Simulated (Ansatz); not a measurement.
`CC(C)(C)[CH2][Ge]([F])([F])[F]` + `O=C=[N][Ga]([Cl])[Cl]` → `O=C=[N][Ge]([F])([F])[F]` + `CC(C)(C)[CH2][Ga]([Cl])[Cl]`  (redistribution)

Calculated with Ansatz (gas phase, PBE0-D4/def2-TZVP geometries, no zero-point term in ΔE). CCSD(T)/CBS is the MP2 limit (def2-TZVPP, def2-QZVPP) plus CCSD(T) − MP2 in def2-TZVPP, frozen cores. DFT in def2-TZVPP. B3LYP here is the variant with VWN-RPA as its local correlation; programs differ in this. HSE06 is defined as in plane-wave codes. For Ga, Ge outer-core shells are correlated without core-valence functions, which leaves a few kJ/mol of doubt a bond. Scalar relativity is left out up to krypton. One conformer a species, not always the lowest.

`CC(C)(C)[CH2][Ge]([F])([F])[F]`:

Z-matrix (Å, degrees):
```
C
C 1 1.526
H 1 1.093 2 112.1
H 1 1.093 2 111.2 3 120.6
H 1 1.093 2 110.2 3 -119.9
C 2 1.526 1 110.0 3 58.7
C 2 1.529 1 109.2 3 178.5
C 2 1.535 1 110.6 3 -63.7
H 6 1.093 2 112.1 1 -58.7
H 6 1.093 2 111.2 1 -179.3
H 6 1.093 2 110.2 1 61.2
H 7 1.093 2 110.4 1 -60.1
H 7 1.093 2 111.2 1 -179.9
H 7 1.093 2 111.2 1 59.6
Ge 8 1.926 2 117.8 1 61.1
H 8 1.095 2 110.8 1 -178.1
H 8 1.095 2 110.8 1 -59.8
F 15 1.718 8 115.6 2 61.2
F 15 1.717 8 110.8 2 -179.9
F 15 1.718 8 115.6 2 -61.0
```

`O=C=[N][Ga]([Cl])[Cl]`:

Cartesian coordinates in Å:
```
O 0.457 -2.749 0.683
C 0.536 -1.609 0.476
N 0.697 -0.430 0.285
Ga -0.220 1.029 -0.269
Cl 0.786 2.877 -0.355
Cl -2.256 0.882 -0.818
```

`O=C=[N][Ge]([F])([F])[F]`:

Cartesian coordinates in Å:
```
O -0.179 -2.320 1.808
C -0.276 -1.290 1.293
N -0.431 -0.187 0.825
Ge 0.093 0.710 -0.616
F -0.562 2.271 -0.565
F -0.429 -0.035 -2.051
F 1.785 0.850 -0.695
```

`CC(C)(C)[CH2][Ga]([Cl])[Cl]`:

Z-matrix (Å, degrees):
```
C
C 1 1.526
H 1 1.093 2 110.9
H 1 1.093 2 110.5 3 -119.5
H 1 1.093 2 111.8 3 120.4
C 2 1.527 1 109.7 3 179.2
C 2 1.529 1 109.2 3 59.5
C 2 1.535 1 110.4 3 -59.7
H 6 1.093 2 111.2 1 -62.9
H 6 1.094 2 111.4 1 176.7
H 6 1.098 2 111.3 1 55.9
H 7 1.094 2 110.8 1 58.5
H 7 1.093 2 111.1 1 178.5
H 7 1.093 2 110.9 1 -61.3
Ga 8 1.959 2 114.6 1 -72.0
H 8 1.094 2 110.7 1 169.6
H 8 1.095 2 110.7 1 50.9
Cl 15 2.145 8 126.3 2 55.8
Cl 15 2.145 8 121.3 2 -124.8
```

```tsv
level	ΔE (kJ/mol)	difference from CCSD(T)/CBS
PBE-D4	42.3	-1.3
BHLYP-D4	45.9	2.3
PBE0	44.6	1.0
B3LYP	47.4	3.8
HSE06	44.3	0.7
MP2/def2-SVP	47.0	3.4
CCSD/def2-SVP	49.9	6.3
HF/def2-TZVPP	48.9	5.3
SCS-MP2/def2-TZVPP	41.8	-1.8
MP2/def2-QZVPP	40.9	-2.7
CCSD(T)/CBS	43.6	0
```

Largest T1 diagnostic among the species: 0.014.

Leaving LDA and LC-ωPBE aside and taking each functional with its dispersion term where it has one, the values, not all of them listed here, spread over 6.9 kJ/mol, from revPBE-D4 to CAM-B3LYP-D4. At CCSD(T), def2-SVP lies +5.5 kJ/mol from the extrapolated value and def2-TZVPP −1.0 kJ/mol. In def2-TZVPP, CCSD(T) changes the Hartree–Fock value by −6.4 kJ/mol (the triples alone add −1.1 kJ/mol) and MP2 by −8.3 kJ/mol.

CCSD(T)/CBS has its own doubt, a few kJ/mol and more with outer-core shells, so smaller differences from it don't rank the levels.
